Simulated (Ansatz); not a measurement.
CH₇FOSi₂, SMILES `CO[SiH2][SiH2]F` at its PBE0-D4/def2-TZVP geometry, where that method's forces vanish. Charge 0, multiplicity 1.

| atom | x (Å) | y (Å) | z (Å) |
| --- | --- | --- | --- |
| C1 | 1.7331 | -0.0865 | 1.5151 |
| O2 | 0.9618 | 0.2068 | 0.3716 |
| Si3 | -0.5546 | -0.3889 | 0.1457 |
| Si4 | -1.3558 | 0.4816 | -1.8770 |
| F5 | -1.5985 | 2.0645 | -1.7525 |
| H6 | 1.9575 | -1.1574 | 1.5806 |
| H7 | 1.2196 | 0.2207 | 2.4334 |
| H8 | 2.6734 | 0.4620 | 1.4427 |
| H9 | -1.4423 | -0.0267 | 1.2904 |
| H10 | -0.5386 | -1.8817 | 0.0628 |
| H11 | -2.6581 | -0.1491 | -2.2232 |
| H12 | -0.3975 | 0.2547 | -2.9897 |

Task: For each bond, give half the difference of the two atoms' forces along it (eV/Å; positive pushes the atoms apart) under PBE-D4, r2SCAN-D4, B3LYP-D4, ωB97M-V in def2-TZVPP. (Best estimate.)

Result: Computed: 
```csv
bond,length (Å),PBE-D4,r2SCAN-D4,B3LYP-D4,ωB97M-V
C1–O2,1.410,0.24,0.31,0.30,0.27
C1–H6,1.096,0.08,-0.06,-0.08,-0.10
C1–H7,1.096,0.08,-0.06,-0.08,-0.10
C1–H8,1.091,0.09,-0.07,-0.12,-0.12
O2–Si3,1.645,0.30,-0.02,0.06,0.08
Si3–Si4,2.343,-0.20,-0.01,0.00,-0.04
Si3–H9,1.493,0.05,-0.01,-0.09,-0.13
Si3–H10,1.495,0.04,-0.02,-0.09,-0.12
Si4–F5,1.606,0.53,0.05,0.22,0.21
Si4–H11,1.488,0.04,-0.02,-0.10,-0.14
Si4–H12,1.486,0.04,-0.02,-0.11,-0.15
```

B3LYP here is the variant with VWN-RPA as its local correlation; programs differ in this.
